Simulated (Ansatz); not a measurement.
One change: `FB(Cl)Br` becomes `[F][Ga]([Cl])[Br]`.

Ansatz, PBE0-D4/def2-TZVP geometries, multiplicity 1. 

Scalar relativity is left out up to krypton.

```tsv
property	`FB(Cl)Br`
HOMO–LUMO gap (PBE/def2-TZVPP) / eV	5.36
size of the dipole moment (ωB97M-V/def2-TZVPP) / D	0.29
LUMO energy (ωB97M-V/def2-TZVPP) / eV	0.97
HOMO energy (PBE0/def2-TZVPP) / eV	-8.87
HOMO–LUMO gap (B3LYP/def2-TZVPP) / eV	7.20
HOMO–LUMO gap (PBE0/def2-TZVPP) / eV	7.68
```

Give the same properties after the change, and the shifts. (An estimate is asked.)

The calculation gave: 
```tsv
property	`[F][Ga]([Cl])[Br]`	shift
HOMO–LUMO gap (PBE/def2-TZVPP) / eV	4.83	-0.53
size of the dipole moment (ωB97M-V/def2-TZVPP) / D	1.01	0.72
LUMO energy (ωB97M-V/def2-TZVPP) / eV	-0.14	-1.11
HOMO energy (PBE0/def2-TZVPP) / eV	-9.20	-0.33
HOMO–LUMO gap (B3LYP/def2-TZVPP) / eV	6.48	-0.72
HOMO–LUMO gap (PBE0/def2-TZVPP) / eV	7.11	-0.57
```

With PBE0 the HOMO falls by 0.33 eV and the LUMO falls by 0.91 eV, so the gap narrows by about 0.58 eV. PBE moves the HOMO by -0.35 eV and ωB97M-V by -0.34 eV. Dipoles are sizes alone; their direction can turn.

B3LYP here is the variant with VWN-RPA as its local correlation; programs differ in this.

Spin–orbit coupling is left out; it splits and shifts lone-pair levels of the heavy atoms by tenths of an eV.
